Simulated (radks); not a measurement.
Ionisation of the copper ion Cu2+, [Ar] 3d9, to [Ar] 3d8 as the strength of local exchange is varied. Calculated with a radial shooting solver on a logarithmic mesh with Libxc functionals: scalar-relativistic Kohn-Sham, Slater X-alpha exchange (alpha = 2/3 is LDA exchange), no correlation, spin-polarised, spherical densities, point nucleus; open shells are filled with parallel spins first.

alpha = 0.667: E(Cu2+) (hartree) -1648.73846; exchange (hartree) -61.74498; IE (eV) 36.709; -e of the level emptied (eV) 27.780 (3d); <r> of it (bohr) 0.9332
alpha = 0.67: E(Cu2+) (hartree) -1649.01641; exchange (hartree) -62.03365; IE (eV) 36.779; -e of the level emptied (eV) 27.843 (3d); <r> of it (bohr) 0.9325
alpha = 0.885: E(Cu2+) (hartree) -1669.06381; exchange (hartree) -82.97413; IE (eV) 42.040; -e of the level emptied (eV) 32.623 (3d); <r> of it (bohr) 0.8892
alpha = 0.937: E(Cu2+) (hartree) -1673.95019; exchange (hartree) -88.11320; IE (eV) 43.386; -e of the level emptied (eV) 33.859 (3d); <r> of it (bohr) 0.8795
alpha = 0.955: E(Cu2+) (hartree) -1675.64504; exchange (hartree) -89.89884; IE (eV) 43.859; -e of the level emptied (eV) 34.295 (3d); <r> of it (bohr) 0.8762

NIST Atomic Spectra Database: 36.84 eV (measured). The Delta-SCF value meets it near alpha = 0.67. Open shells are spherical and high-spin; term and fine-structure splittings are not resolved.
